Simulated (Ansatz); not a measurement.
F2Ge, SMILES `[F][Ge][F]` (excited triplet) (charge 0, multiplicity 3). This triplet is an excited state, 3.49 eV above the relaxed singlet at the level frozen-core CCSD(T)/cc-pVTZ // B3LYP-D3(BJ)/def2-TZVP (Ansatz, a quantum-chemistry and plane-wave program).

Cartesian coordinates (Å):
SMILES: [F][Ge][F]
```xyz
3

F      1.4765    -0.3143     0.0000
Ge    -0.0011     0.6337     0.0000
F     -1.4754    -0.3195     0.0000
```
Charge 0, spin multiplicity 3.

Frozen-core energies in cc-pVDZ from Ansatz at a geometry from B3LYP-D3(BJ)/def2-TZVP; the HF reference has <S^2> = 2.01 and the T1 diagnostic is 0.016.

| level | energy (Ha) |
|---|---|
| HF | -2274.18768 |
| MP2 | -2274.63630 |
| CCSD | -2274.64301 |
| CCSD(T) | -2274.65240 |

Problem. Estimate the energies of CCSDT and CCSDT(Q), and give each level's difference from CCSDT(Q).

Solution. 
```tsv
level	energy (Ha)	difference from CCSDT(Q) (mHa)
MP2	-2274.63630	18.13
CCSD	-2274.64301	11.42
CCSD(T)	-2274.65240	2.03
CCSDT	-2274.65312	1.31
CCSDT(Q)	-2274.65443	0.00
```
